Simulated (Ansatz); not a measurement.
C3H8AlN, SMILES `C=[N][AlH][CH2]C`. Total charge 0; spin multiplicity 1.

| atom | x (Å) | y (Å) | z (Å) |
| --- | --- | --- | --- |
| C1 | -0.627 | -2.494 | -2.006 |
| N2 | -0.706 | -1.454 | -1.332 |
| Al3 | -0.805 | 0.016 | -0.382 |
| C4 | 0.772 | 0.588 | 0.629 |
| C5 | 0.551 | 1.763 | 1.582 |
| H6 | -0.289 | -2.498 | -3.055 |
| H7 | -0.890 | -3.485 | -1.601 |
| H8 | -2.192 | 0.782 | -0.424 |
| H9 | 1.560 | 0.833 | -0.094 |
| H10 | 1.158 | -0.280 | 1.177 |
| H11 | -0.194 | 1.530 | 2.347 |
| H12 | 1.470 | 2.048 | 2.104 |
| H13 | 0.192 | 2.651 | 1.054 |

(1) List the harmonic frequencies (cm⁻¹, unscaled) at PBE0-D4/def2-TZVP in Ansatz. (Best estimate.)

## Answers

(1) Ansatz gave: 13i, 88, 131, 180, 202, 306, 313, 458, 594, 618, 637, 717, 927, 964, 1036, 1117, 1199, 1221, 1252, 1408, 1439, 1490, 1501, 1526, 1862, 1926, 2957, 3004, 3027, 3035, 3063, 3097, 3107.
